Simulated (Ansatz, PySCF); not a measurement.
Process, species as SMILES: B=N (BNH2) → B=N (BNH2) as triplet, charge 0
Each molecule is optimised on its own at B3LYP-D3(BJ)/def2-TZVP (Ansatz, a quantum-chemistry and plane-wave program). A spin state is the lowest found, not a proven ground state.
Geometry of the first species:
SMILES: B=N
```xyz
4

B      0.0000     0.0000    -0.6920
N      0.0000     0.0000     0.5409
H      0.0000     0.0000    -1.8589
H      0.0000     0.0000     1.5327
```

Wanted: adiabatic triplet-singlet gap (0 K, with B3LYP-D3(BJ) harmonic zero-point energies from PySCF), in kcal/mol. Cores are frozen in the correlated levels unless marked. Open shells are spin-unrestricted. Spin-orbit coupling is left out. Non-relativistic. CBS marks a two-point X^-3 extrapolation of the correlation energy; Hartree-Fock from the larger set.

```json
[
 {"level": "HF/aug-cc-pVQZ", "program": "Ansatz", "adiabatic triplet-singlet gap (kcal/mol)": "65.1"},
 {"level": "PBE-D4/def2-TZVPD", "program": "Ansatz + dftd4", "adiabatic triplet-singlet gap (kcal/mol)": "90.3"},
 {"level": "MN15-D3(BJ)/def2-TZVPD", "program": "PySCF + dftd3", "adiabatic triplet-singlet gap (kcal/mol)": "95.7"},
 {"level": "RI-MP2/def2-TZVPPD", "program": "Ansatz", "adiabatic triplet-singlet gap (kcal/mol)": "101.1"}
]
```

Predict the CCSD(T)/CBS(def2-TZVPPD,def2-QZVPPD) result (Ansatz).

95.9 kcal/mol
